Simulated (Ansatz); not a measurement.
Geometry optimisation, Ansatz 0.2.0, RHF/def2-SVPD.

The input (input.yaml):

```yaml
crystal:
  periodic: [false, false, false]
  atoms:
    - { symbol: Si, position_ang: [-0.380142, -0.136798, -0.36564] }
    - { symbol: Cl, position_ang: [0.03001, 0.874645, 2.79009] }
    - { symbol: H, position_ang: [0.818368, -0.831737, 0.109109] }
    - { symbol: H, position_ang: [-0.234363, 1.318218, -0.45725] }
    - { symbol: F, position_ang: [-0.70059, -0.67986, -1.857708] }
    - { symbol: O, position_ang: [-1.706602, -0.556905, 0.553769] }
    - { symbol: H, position_ang: [-2.445465, -0.961115, 0.127904] }
    - { symbol: H, position_ang: [-1.099415, 0.237852, 2.524127] }
basis:
  gaussian: { orbitals: def2-SVPD }
hamiltonian:
  xc: hf
relax:
  f_tol: 0.03
  max_steps: 50
```

Command:

```bash
$ ansatz run input.yaml --threads 2 --pin off --max-ram 3072MiB --backend cpu --events-out ev --progress --plain --runs-dir out
```

**Question.** Where does it end, and by what steps?

**Answer.** The run converged. After 24 steps the energy has fallen by 0.172 eV; Cl2 moved furthest, 1.53 Å.

```json
{"step": "0", "energy less start (eV)": "0.0000", "largest force component (eV/Å)": "1.182", "accepted": "yes"}
{"step": "1", "energy less start (eV)": "-0.0582", "largest force component (eV/Å)": "0.832", "accepted": "yes"}
{"step": "2", "energy less start (eV)": "-0.0838", "largest force component (eV/Å)": "0.575", "accepted": "yes"}
{"step": "3", "energy less start (eV)": "-0.0716", "largest force component (eV/Å)": "1.022", "accepted": "no"}
{"step": "4", "energy less start (eV)": "-0.1049", "largest force component (eV/Å)": "0.148", "accepted": "yes"}
{"step": "5", "energy less start (eV)": "-0.1131", "largest force component (eV/Å)": "0.092", "accepted": "yes"}
{"step": "6", "energy less start (eV)": "-0.1153", "largest force component (eV/Å)": "0.381", "accepted": "yes"}
{"step": "7", "energy less start (eV)": "-0.1333", "largest force component (eV/Å)": "0.250", "accepted": "yes"}
{"step": "8", "energy less start (eV)": "-0.1331", "largest force component (eV/Å)": "0.926", "accepted": "no"}
{"step": "9", "energy less start (eV)": "-0.1415", "largest force component (eV/Å)": "0.109", "accepted": "yes"}
{"step": "10", "energy less start (eV)": "-0.1461", "largest force component (eV/Å)": "0.364", "accepted": "yes"}
{"step": "11", "energy less start (eV)": "-0.1497", "largest force component (eV/Å)": "0.310", "accepted": "yes"}
{"step": "12", "energy less start (eV)": "-0.1490", "largest force component (eV/Å)": "0.557", "accepted": "no"}
{"step": "13", "energy less start (eV)": "-0.1556", "largest force component (eV/Å)": "0.118", "accepted": "yes"}
{"step": "14", "energy less start (eV)": "-0.1572", "largest force component (eV/Å)": "0.263", "accepted": "yes"}
{"step": "15", "energy less start (eV)": "-0.1603", "largest force component (eV/Å)": "0.310", "accepted": "yes"}
{"step": "16", "energy less start (eV)": "-0.1629", "largest force component (eV/Å)": "0.114", "accepted": "yes"}
{"step": "17", "energy less start (eV)": "-0.1656", "largest force component (eV/Å)": "0.151", "accepted": "yes"}
{"step": "18", "energy less start (eV)": "-0.1671", "largest force component (eV/Å)": "0.186", "accepted": "yes"}
{"step": "19", "energy less start (eV)": "-0.1686", "largest force component (eV/Å)": "0.141", "accepted": "yes"}
{"step": "20", "energy less start (eV)": "-0.1701", "largest force component (eV/Å)": "0.079", "accepted": "yes"}
{"step": "21", "energy less start (eV)": "-0.1711", "largest force component (eV/Å)": "0.067", "accepted": "yes"}
{"step": "22", "energy less start (eV)": "-0.1714", "largest force component (eV/Å)": "0.059", "accepted": "yes"}
{"step": "23", "energy less start (eV)": "-0.1717", "largest force component (eV/Å)": "0.083", "accepted": "yes"}
{"step": "24", "energy less start (eV)": "-0.1719", "largest force component (eV/Å)": "0.023", "accepted": "yes"}
```

```xyz
8
Properties=species:S:1:pos:R:3
Si -0.340 -0.140 -0.725
Cl -0.639 0.045 3.890
H 1.018 -0.239 -0.184
H -0.526 0.944 -1.701
F -0.696 -1.513 -1.492
O -1.357 0.034 0.565
H -2.288 0.120 0.439
H -0.890 0.013 2.633
```

Whether the end is a true minimum wasn't checked by a vibrational analysis.

Time of the run: 54 s on 2 threads of Arm Neoverse V1, with other jobs on the host, peak memory 0.27 GiB.
